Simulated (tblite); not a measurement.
Species: C₂H₈Cl₂P₂Si.
Structure used (GFN2-xTB), in Å, numbered top down from 1:
```
atom  x, y, z in Å
P1    -1.1296    2.3881   -0.7636
Si2   -1.1083    0.3627    0.2513
P3    -1.8365   -1.2522   -1.1668
Cl4   -2.4687    0.4670    1.7752
C5     0.5490   -0.0948    1.1515
C6     1.5645   -0.7548    0.2453
Cl7    1.9201    0.2829   -1.1659
H8    -0.5424    1.9334   -1.9313
H9     0.0851    2.7943   -0.2386
H10   -1.3614   -2.2979   -0.3896
H11   -0.6957   -1.2263   -1.9496
H12    0.3353   -0.7772    1.9756
H13    0.9816    0.8073    1.5856
H14    2.5143   -0.9267    0.7530
H15    1.1883   -1.6976   -0.1541
```

All values are computed: GFN2-xTB (tblite) harmonic vibrations without scaling, gas phase. This tight-binding method is rough: wavenumbers can miss measured ones by several per cent, in bad cases by 10 to 20. Modes of hydrogen on phosphorus can be 10 to 20 % off. One conformer, not necessarily the lowest.

Harmonic wavenumbers (cm⁻¹): 34.6, 52.7, 81.6, 91.2, 105.3, 125.2, 134.2, 138.1, 144.8, 223.0, 340.0, 393.7, 481.2, 489.9, 629.2, 658.5, 682.7, 702.5, 719.9, 726.2, 787.1, 919.4, 1050.5, 1098.5, 1122.5, 1132.6, 1154.2, 1257.3, 1268.4, 1440.1, 1450.8, 2286.4, 2305.3, 2371.4, 2383.2, 2964.8, 2972.8, 2979.3, 2988.9.

A = 1152, B = 674.7, C = 625.1 MHz; mass 191.925 u (most abundant isotopes); point group C1, symmetry number 1.

Zero-point energy?

½Σν̃ = 20444 cm⁻¹ = 58.45 kcal/mol.

What is S at 298.15 K and 1 bar for an ideal gas of classical rigid rotors and harmonic oscillators?

Translation 41.69, rotation 30.87, vibration 40.79: S = 113.3 cal/(mol K).

And Cp and H(298.15 K) − H(0)?

Cp = 41.06 cal/(mol K), of which vibrations give 33.11 (their classical limit is 39 R = 77.5); H(298.15 K) − H(0) = 8.21 kcal/mol without the zero-point energy, 5.84 from vibrations.

What must be added to the electronic energy to get the Gibbs energy at 298.15 K and 1 bar?

ZPE + [H(298.15 K) − H(0)] − T·S = 58.45 + 8.21 − 33.79 = 32.87 kcal/mol.

Blend soft modes into free rotors: weight 1/[1 + (100 cm⁻¹/ν̃)⁴] for the oscillator and the rest for a rotor with moment μB/(μ + B), μ = h/(8π²ν), B = 10⁻⁴⁴ kg m². What vibrational entropy results?

36.55 cal/(mol K) in place of 40.79, which changes −T·S at 298.15 K by +1.26 kcal/mol.

How do the functions run with temperature in this model?

```json
{"T (K)": "150", "S (cal/(mol K))": "89.7", "Cp (cal/(mol K))": "29.0", "H − H(0) (kcal/mol)": "3.00", "G − H(0) (kcal/mol)": "-10.45", "ln q(vib)": "5.29"}
{"T (K)": "250", "S (cal/(mol K))": "106.5", "Cp (cal/(mol K))": "37.3", "H − H(0) (kcal/mol)": "6.32", "G − H(0) (kcal/mol)": "-20.29", "ln q(vib)": "9.03"}
{"T (K)": "400", "S (cal/(mol K))": "126.4", "Cp (cal/(mol K))": "48.0", "H − H(0) (kcal/mol)": "12.76", "G − H(0) (kcal/mol)": "-37.81", "ln q(vib)": "13.88"}
{"T (K)": "600", "S (cal/(mol K))": "147.9", "Cp (cal/(mol K))": "57.8", "H − H(0) (kcal/mol)": "23.40", "G − H(0) (kcal/mol)": "-65.32", "ln q(vib)": "19.47"}
{"T (K)": "900", "S (cal/(mol K))": "173.2", "Cp (cal/(mol K))": "67.1", "H − H(0) (kcal/mol)": "42.26", "G − H(0) (kcal/mol)": "-113.64", "ln q(vib)": "26.61"}
```

q(vib) and H(0) count from the zero-point level.

Which modes carry the vibrational entropy at 298.15 K?

34.6 cm⁻¹: 5.55; 52.7 cm⁻¹: 4.71; 81.6 cm⁻¹: 3.85; 91.2 cm⁻¹: 3.63; 105.3 cm⁻¹: 3.35; 125.2 cm⁻¹: 3.02 cal/(mol K); the other 33 give 16.67 together.

Hindered rotation and anharmonicity are outside this model. Other conformers, if any are populated, would add a mixing term that is left out. The structure is chiral; the term R ln 2 for an equal mix with its mirror image is left out.
